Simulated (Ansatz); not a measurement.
Geometry optimisation, DFT r2SCAN, scalar-relativistic, plane waves, PAW in Ansatz 0.2.0.

input.yaml

```yaml
crystal:
  lattice:
    - [7.67918, 0.0, 0.0]
    - [0.0, 7.67918, 0.0]
    - [0.0, 0.0, 19.254362]
  atoms:
    - { symbol: H, position: [0.40939201, 0.0, 0.05193628] }
    - { symbol: H, position: [0.09060797, 0.0, 0.05193628] }
    - { symbol: H, position: [0.90939198, 0.0, 0.05193628] }
    - { symbol: H, position: [0.59060795, 0.0, 0.05193628] }
    - { symbol: H, position: [0.40939201, 0.49999998, 0.05193628] }
    - { symbol: H, position: [0.09060797, 0.49999998, 0.05193628] }
    - { symbol: H, position: [0.90939198, 0.49999998, 0.05193628] }
    - { symbol: H, position: [0.59060795, 0.49999998, 0.05193628] }
    - { symbol: Si, position: [0.24999999, 0.0, 0.09688714] }
    - { symbol: Si, position: [0.74999997, 0.0, 0.09688714] }
    - { symbol: Si, position: [0.24999999, 0.49999998, 0.09688714] }
    - { symbol: Si, position: [0.74999997, 0.49999998, 0.09688714] }
    - { symbol: Si, position: [0.24999999, 0.24999999, 0.16739064] }
    - { symbol: Si, position: [0.74999997, 0.24999999, 0.16739064] }
    - { symbol: Si, position: [0.24999999, 0.74999997, 0.16739064] }
    - { symbol: Si, position: [0.74999997, 0.74999997, 0.16739064] }
    - { symbol: Si, position: [0.0, 0.24999999, 0.23789415] }
    - { symbol: Si, position: [0.49999998, 0.24999999, 0.23789415] }
    - { symbol: Si, position: [0.0, 0.74999997, 0.23789415] }
    - { symbol: Si, position: [0.49999998, 0.74999997, 0.23789415] }
    - { symbol: Si, position: [0.0, 0.0, 0.30839765] }
    - { symbol: Si, position: [0.49999998, 0.0, 0.30839765] }
    - { symbol: Si, position: [0.0, 0.49999998, 0.30839765] }
    - { symbol: Si, position: [0.49999998, 0.49999998, 0.30839765] }
    - { symbol: Si, position: [0.24999999, 0.09690689, 0.3768237] }
    - { symbol: Si, position: [0.74999997, 0.09690689, 0.3768237] }
    - { symbol: Si, position: [0.24999999, 0.40309309, 0.35812664] }
    - { symbol: Si, position: [0.74999997, 0.40309309, 0.35812664] }
    - { symbol: H, position: [0.24999999, 0.46898023, 0.42870087] }
    - { symbol: H, position: [0.74999997, 0.46898023, 0.42870087] }
    - { symbol: C, position: [1.24546135, 0.26698694, 0.44999475] }
    - { symbol: F, position: [1.35546388, 0.18798671, 0.49050505] }
    - { symbol: F, position: [1.13545883, 0.34598716, 0.49050505] }
basis:
  ecutwfc: 500.0
kpoints:
  mp_grid: { grid: [2, 2, 1] }
hamiltonian:
  xc: r2scan
  pseudopotentials: { kind: paw, azcp: { folder: soft_1 } }
scf:
  occupations: { method: gaussian, width: 0.02 }
  lower_state_search: "off"
relax:
  f_tol: 0.03
  max_steps: 60
  adjacent_minimum: "off"
  constraints: [{ sites: [0, 1, 2, 3, 4, 5, 6, 7, 8, 9, 10, 11] }]
output:
  write_density: true
  write_potential: true
  elf: true
  volumetric_format: npy
```

Command:

```bash
$ ansatz run input.yaml --threads 4 --pin off --max-ram 10240MiB --backend cpu --events-out ev --progress --plain --runs-dir out
```

Question: Where does it end, and by what steps?

Answer: The forces met the threshold. Limits of this set-up: coarse k mesh, thin slab, slab without dipole correction, no dispersion correction for a molecule that may bind weakly, a typed lattice constant that wasn't relaxed here. After 14 steps the energy has fallen by 3.981 eV; F33 moved furthest, 1.60 Å. Parted: Si27–C31 (2.05 → 2.80 Å).

```csv
step,energy less start (eV),largest force component (eV/Å),accepted
0,0.0000,2.972,yes
1,-2.1047,2.429,yes
2,-2.9044,1.741,yes
3,-3.3762,1.869,yes
4,-3.7306,1.395,yes
5,-3.8529,0.796,yes
6,-3.9209,0.509,yes
7,-3.9421,0.297,yes
8,-3.9674,0.325,yes
9,-3.9751,0.131,yes
10,-3.9652,0.311,no
11,-3.9797,0.063,yes
12,-3.9809,0.091,yes
13,-3.9811,0.037,yes
14,-3.9812,0.020,yes
```

```xyz
33
Lattice="7.6792 0.0000 0.0000 0.0000 7.6792 0.0000 0.0000 0.0000 19.2544" Properties=species:S:1:pos:R:3
H 3.144 0.000 1.000
H 0.696 0.000 1.000
H 6.983 0.000 1.000
H 4.535 0.000 1.000
H 3.144 3.840 1.000
H 0.696 3.840 1.000
H 6.983 3.840 1.000
H 4.535 3.840 1.000
Si 1.920 0.000 1.865
Si 5.759 0.000 1.865
Si 1.920 3.840 1.865
Si 5.759 3.840 1.865
Si 1.919 1.918 3.150
Si 5.759 1.921 3.136
Si 1.919 5.761 3.282
Si 5.759 5.755 3.271
Si -0.009 1.901 4.443
Si 3.848 1.902 4.443
Si -0.004 5.764 4.690
Si 3.843 5.764 4.689
Si -0.183 0.115 5.947
Si 4.023 0.116 5.945
Si -0.069 3.707 5.925
Si 3.907 3.708 5.924
Si 1.920 0.644 6.874
Si 5.758 0.555 7.512
Si 1.919 3.193 7.062
Si 5.757 2.977 7.195
H 1.919 3.608 8.497
H 5.754 3.682 8.514
C 9.603 0.920 8.698
F 10.664 1.075 9.436
F 8.547 1.070 9.444
```

Whether the end is a true minimum wasn't checked by a vibrational analysis.

The run took 7 min on 4 threads of Arm Neoverse V2 (shared host), peak memory 4.8 GiB.
